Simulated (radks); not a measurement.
Question: The mean radii <r> (bohr) of the occupied orbitals of an atom or ion are listed with their occupations. Calculated with a radial shooting solver on a logarithmic mesh with Libxc functionals: scalar-relativistic Kohn-Sham, LDA (Slater exchange, Perdew-Wang correlation), spin-polarised, spherical densities, finite nucleus; Fermi nuclear charge, rms radius of each element as measured or else 0.836 A^(1/3) + 0.57 fm.

| orbital | occ. | <r> |
|---|---|---|
| 1s up | 1 | 0.02320 |
| 1s down | 1 | 0.02320 |
| 2s up | 1 | 0.09906 |
| 2s down | 1 | 0.09906 |
| 2p up | 3 | 0.08716 |
| 2p down | 3 | 0.08716 |
| 3s up | 1 | 0.2609 |
| 3s down | 1 | 0.2608 |
| 3p up | 3 | 0.2590 |
| 3p down | 3 | 0.2590 |
| 3d up | 5 | 0.2364 |
| 3d down | 5 | 0.2364 |
| 4s up | 1 | 0.5834 |
| 4s down | 1 | 0.5830 |
| 4p up | 3 | 0.6132 |
| 4p down | 3 | 0.6125 |
| 4d up | 5 | 0.6558 |
| 4d down | 5 | 0.6539 |
| 5s up | 1 | 1.219 |
| 5s down | 1 | 1.217 |
| 5p up | 3 | 1.318 |

Name the element and its charge. Open shells, if any, are filled with parallel spins first.

Answer: Z = 61, promethium, charge +10: Pm10+ in [Kr] 4d10 5s2 5p3. The 1s radius gives Z: for a bare nucleus <r> = (2 gamma + 1)/(2Z) with gamma = sqrt(1 - (Z/c)^2), 0.02288 bohr for Z = 61, and screening makes it slightly larger (0.02320 here). The occupations add up to 51, and the charge is Z minus that.
